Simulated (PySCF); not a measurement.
PySCF job for C₂H₆Se, SMILES C[Se]C (connectivity only; charge and spin as stated), charge +1, multiplicity 2, TDA-ωB97X/def2-SVPD. The structure is a stationary point at B3LYP-D3(BJ)/def2-SVP. The multiplicity is an assumed one; other spin states were not compared.

```python
import numpy as np
from pyscf import gto, scf, dft, tdscf

mol = gto.M(
    atom='''
    C     1.48297936   -0.00000000    0.78882183
    Se   -0.00000000    0.00000000   -0.45689656
    C    -1.48297935   -0.00000000    0.78882184
    H     1.40957037    0.90267480    1.41699777
    H     2.40983217    0.00000000    0.20031500
    H     1.40957038   -0.90267479    1.41699777
    H    -1.40957036    0.90267480    1.41699778
    H    -2.40983216    0.00000000    0.20031502
    H    -1.40957036   -0.90267479    1.41699779
    ''',
    basis='def2-SVPD',
    charge=1,
    spin=1,
    max_memory=1600,
    verbose=4,
)
mf = dft.UKS(mol, xc='wb97x').density_fit(auxbasis='def2-universal-jkfit')
mf.grids.level = 3
mf.conv_tol = 1e-9
mf.max_cycle = 100
mf.kernel()
fine, coarse = mf.grids, dft.Grids(mol).set(level=1).build(with_non0tab=True)
for _ in range(3):  # follow internal instabilities
    mf.grids = coarse
    mo, _, stable, _ = mf.stability(return_status=True, nroots=4)
    mf.grids = fine
    if stable:
        break
    mf.kernel(mf.make_rdm1(mo, mf.mo_occ))
mf.grids = dft.Grids(mol).set(level=1).build(with_non0tab=True)  # coarser grid for the response kernel
td = tdscf.TDA(mf)
td.nstates = 10
td.conv_tol = 1e-4
td.positive_eig_threshold = 1e-6
td.kernel(x0=td.get_init_guess(mf, 15))
td.analyze()
```

Log of the run:

```
PySCF version 2.14.0

[INPUT] verbose = 4
[INPUT] num. atoms = 9
[INPUT] num. electrons = 51
[INPUT] charge = 1
[INPUT] spin (= nelec alpha-beta = 2S) = 1
[INPUT] symmetry False subgroup None
[INPUT] Mole.unit = angstrom
[INPUT] Symbol           X                Y                Z      unit          X                Y                Z       unit  Magmom
[INPUT]  1 C      1.482979360000   0.000000000000   0.788821830000 AA    2.802424838783   0.000000000000   1.490657219778 Bohr   0.0
[INPUT]  2 Se     0.000000000000   0.000000000000  -0.456896560000 AA    0.000000000000   0.000000000000  -0.863409365656 Bohr   0.0
[INPUT]  3 C     -1.482979350000   0.000000000000   0.788821840000 AA   -2.802424819886   0.000000000000   1.490657238675 Bohr   0.0
[INPUT]  4 H      1.409570370000   0.902674800000   1.416997770000 AA    2.663701952602   1.705808151547   2.677737704419 Bohr   0.0
[INPUT]  5 H      2.409832170000   0.000000000000   0.200315000000 AA    4.553922807466   0.000000000000   0.378540488642 Bohr   0.0
[INPUT]  6 H      1.409570380000  -0.902674790000   1.416997770000 AA    2.663701971499  -1.705808132649   2.677737704419 Bohr   0.0
[INPUT]  7 H     -1.409570360000   0.902674800000   1.416997780000 AA   -2.663701933705   1.705808151547   2.677737723317 Bohr   0.0
[INPUT]  8 H     -2.409832160000   0.000000000000   0.200315020000 AA   -4.553922788569   0.000000000000   0.378540526437 Bohr   0.0
[INPUT]  9 H     -1.409570360000  -0.902674790000   1.416997790000 AA   -2.663701933705  -1.705808132649   2.677737742214 Bohr   0.0

nuclear repulsion = 187.041219903944
number of shells = 55
number of NR pGTOs = 203
number of NR cGTOs = 129
basis = def2-SVPD
ecp = {}


[settings echo left out]
init E= -2480.15234188066
  alpha nocc = 26  HOMO = -0.259208173854907  LUMO = 0.00300184340690857
  beta  nocc = 25  HOMO = -0.361026484393708  LUMO = -0.259208173854907

WARN: HOMO -0.259208173854907 >= LUMO -0.259208173854907

cycle= 1 E= -2480.68821673899  delta_E= -0.536  |g|= 0.247  |ddm|= 2.25
  alpha nocc = 26  HOMO = -0.652006422883237  LUMO = -0.169501678255699
  beta  nocc = 25  HOMO = -0.690998217088028  LUMO = -0.371261599770465
  HOMO = -0.652006422883  LUMO = -0.37126159977  gap/eV = 7.63946
cycle= 2 E= -2480.72144736224  delta_E= -0.0332  |g|= 0.165  |ddm|= 0.53
  alpha nocc = 26  HOMO = -0.611699400626004  LUMO = -0.131877487370379
  beta  nocc = 25  HOMO = -0.649850158121755  LUMO = -0.323318311088586
  HOMO = -0.611699400626  LUMO = -0.323318311089  gap/eV = 7.84725
cycle= 3 E= -2480.72981229846  delta_E= -0.00836  |g|= 0.0235  |ddm|= 0.215
  alpha nocc = 26  HOMO = -0.605246663554771  LUMO = -0.12301908955519
  beta  nocc = 25  HOMO = -0.640973184503248  LUMO = -0.309405450953811
  HOMO = -0.605246663555  LUMO = -0.309405450954  gap/eV = 8.05025
cycle= 4 E= -2480.73050050153  delta_E= -0.000688  |g|= 0.00885  |ddm|= 0.0733
  alpha nocc = 26  HOMO = -0.608127166611474  LUMO = -0.123994531021214
  beta  nocc = 25  HOMO = -0.642628380120424  LUMO = -0.310223359767204
  HOMO = -0.608127166611  LUMO = -0.310223359767  gap/eV = 8.10638
cycle= 5 E= -2480.7306202167  delta_E= -0.00012  |g|= 0.00307  |ddm|= 0.0255
  alpha nocc = 26  HOMO = -0.608765602881286  LUMO = -0.124024687597177
  beta  nocc = 25  HOMO = -0.642766508725763  LUMO = -0.310190945584099
  HOMO = -0.608765602881  LUMO = -0.310190945584  gap/eV = 8.12463
cycle= 6 E= -2480.73064375475  delta_E= -2.35e-05  |g|= 0.00135  |ddm|= 0.0105
  alpha nocc = 26  HOMO = -0.608749677447923  LUMO = -0.124079180681737
  beta  nocc = 25  HOMO = -0.642791541687296  LUMO = -0.310046612203591
  HOMO = -0.608749677448  LUMO = -0.310046612204  gap/eV = 8.12812
cycle= 7 E= -2480.73064624497  delta_E= -2.49e-06  |g|= 0.00052  |ddm|= 0.00344
  alpha nocc = 26  HOMO = -0.608837891363477  LUMO = -0.124115833209987
  beta  nocc = 25  HOMO = -0.642821123011617  LUMO = -0.310098786919704
  HOMO = -0.608837891363  LUMO = -0.31009878692  gap/eV = 8.12911
cycle= 8 E= -2480.73064668345  delta_E= -4.38e-07  |g|= 0.000122  |ddm|= 0.00171
  alpha nocc = 26  HOMO = -0.608836207605443  LUMO = -0.124118816571672
  beta  nocc = 25  HOMO = -0.642822312912789  LUMO = -0.310099966491754
  HOMO = -0.608836207605  LUMO = -0.310099966492  gap/eV = 8.12903
cycle= 9 E= -2480.73064672179  delta_E= -3.83e-08  |g|= 4.75e-05  |ddm|= 0.000501
  alpha nocc = 26  HOMO = -0.6088274501775  LUMO = -0.124114663616249
  beta  nocc = 25  HOMO = -0.642815007766512  LUMO = -0.310092105488046
  HOMO = -0.608827450178  LUMO = -0.310092105488  gap/eV = 8.12900
cycle= 10 E= -2480.73064672919  delta_E= -7.39e-09  |g|= 1.25e-05  |ddm|= 0.000252
  alpha nocc = 26  HOMO = -0.608830480729181  LUMO = -0.124116698049
  beta  nocc = 25  HOMO = -0.642817278158298  LUMO = -0.310094188266689
  HOMO = -0.608830480729  LUMO = -0.310094188267  gap/eV = 8.12903
cycle= 11 E= -2480.73064672961  delta_E= -4.27e-10  |g|= 3.14e-06  |ddm|= 7.12e-05
  alpha nocc = 26  HOMO = -0.608830242624789  LUMO = -0.124116391483907
  beta  nocc = 25  HOMO = -0.642816867301625  LUMO = -0.31009366312478
  HOMO = -0.608830242625  LUMO = -0.310093663125  gap/eV = 8.12904
Extra cycle  E= -2480.73064672963  delta_E= -1.64e-11  |g|= 1.73e-06  |ddm|= 7.29e-06
converged SCF energy = -2480.73064672963  <S^2> = 0.75366142  2S+1 = 2.0036581
tot grids = 32528
uhf_internal: lowest eigs of H = [0.18717971 0.28423688 0.42226182 0.44203971]
<class 'pyscf.df.df_jk.DFUKS'> wavefunction is stable in the internal stability analysis
tot grids = 32528
Overwritten attributes  positive_eig_threshold  of <class 'pyscf.tdscf.uks.TDA'>


******** <class 'pyscf.tdscf.uks.TDA'> for <class 'pyscf.df.df_jk.DFUKS'> ********
nstates = 10
deg_eia_thresh = 1.000e-03
wfnsym = None
conv_tol = 0.0001
eigh lindep = 1e-12
eigh level_shift = 0
eigh max_cycle = 100


Excitation energies (eV)
[2.5055182  3.92429724 5.84421669 6.05257776 6.5956914  6.64894224
 6.67612281 7.3007971  7.55911098 8.12919308]

** Excitation energies and oscillator strengths **
Excited State   1:      2.50552 eV    494.84 nm  f=0.0015
      25b ->   26b      0.98998
Excited State   2:      3.92430 eV    315.94 nm  f=0.0000
      22b ->   26b     -0.20179
      24b ->   26b      0.97150
Excited State   3:      5.84422 eV    212.15 nm  f=0.0271
      23b ->   26b      0.98949
Excited State   4:      6.05258 eV    204.85 nm  f=0.0000
      26a ->   27a     -0.11264
      22b ->   26b     -0.96518
      24b ->   26b     -0.21211
Excited State   5:      6.59569 eV    187.98 nm  f=0.0026
      20b ->   26b     -0.99043
Excited State   6:      6.64894 eV    186.47 nm  f=0.0236
      21b ->   26b     -0.98086
Excited State   7:      6.67612 eV    185.71 nm  f=0.0000
      26a ->   27a     -0.96518
      26a ->   32a      0.17283
      22b ->   26b      0.12845
Excited State   8:      7.30080 eV    169.82 nm  f=0.0003
      25a ->   27a      0.62511
      25a ->   32a     -0.13224
      25b ->   27b     -0.71103
      25b ->   32b      0.15556
Excited State   9:      7.55911 eV    164.02 nm  f=0.0007
      26a ->   28a      0.95184
      26a ->   31a      0.19363
      19b ->   26b     -0.13843
Excited State  10:      8.12919 eV    152.52 nm  f=0.0000
      22a ->   27a      0.15135
      24a ->   27a     -0.32838
      25a ->   28a     -0.56915
      25a ->   31a     -0.14522
      22b ->   27b     -0.14446
      24b ->   27b      0.35000
      25b ->   28b      0.53235
      25b ->   31b      0.17610

** Transition electric dipole moments (AU) **
state          X           Y           Z        Dip. S.      Osc.
  1         0.0000     -0.1564      0.0000      0.0245      0.0015
  2         0.0000      0.0000      0.0000      0.0000      0.0000
  3         0.4354      0.0000     -0.0000      0.1896      0.0271
  4        -0.0000      0.0000      0.0000      0.0000      0.0000
  5        -0.0000     -0.1270     -0.0000      0.0161      0.0026
  6         0.0000     -0.0000      0.3806      0.1448      0.0236
  7         0.0000      0.0000      0.0000      0.0000      0.0000
  8         0.0442      0.0000     -0.0000      0.0020      0.0003
  9        -0.0000      0.0610     -0.0000      0.0037      0.0007
 10         0.0000      0.0000      0.0151      0.0002      0.0000

** Transition velocity dipole moments (imaginary part, AU) **
state          X           Y           Z        Dip. S.      Osc.
  1         0.0000      0.0090     -0.0000      0.0001      0.0006
  2         0.0000     -0.0000     -0.0000      0.0000      0.0000
  3         0.0495      0.0000     -0.0000      0.0025      0.0076
  4        -0.0000      0.0000      0.0000      0.0000      0.0000
  5        -0.0000     -0.0026     -0.0000      0.0000      0.0000
  6         0.0000     -0.0000     -0.0000      0.0000      0.0000
  7         0.0000      0.0000      0.0000      0.0000      0.0000
  8         0.0006     -0.0000      0.0000      0.0000      0.0000
  9        -0.0000     -0.0711     -0.0000      0.0051      0.0121
 10         0.0000     -0.0000     -0.0052      0.0000      0.0001

** Transition magnetic dipole moments (imaginary part, AU) **
state          X           Y           Z
  1         0.9125     -0.0000     -0.0000
  2        -0.0000      0.0000     -0.8376
  3        -0.0000      0.0123     -0.0000
  4        -0.0000      0.0000     -0.2307
  5         0.1628      0.0000     -0.0000
  6         0.0000     -0.0000      0.0000
  7        -0.0000      0.0000     -0.2998
  8        -0.0000      0.0787     -0.0000
  9        -0.3432     -0.0000      0.0000
 10        -0.0000      0.0000      0.0000
```

The run converged.

Cost: roughly 5 core-minutes.
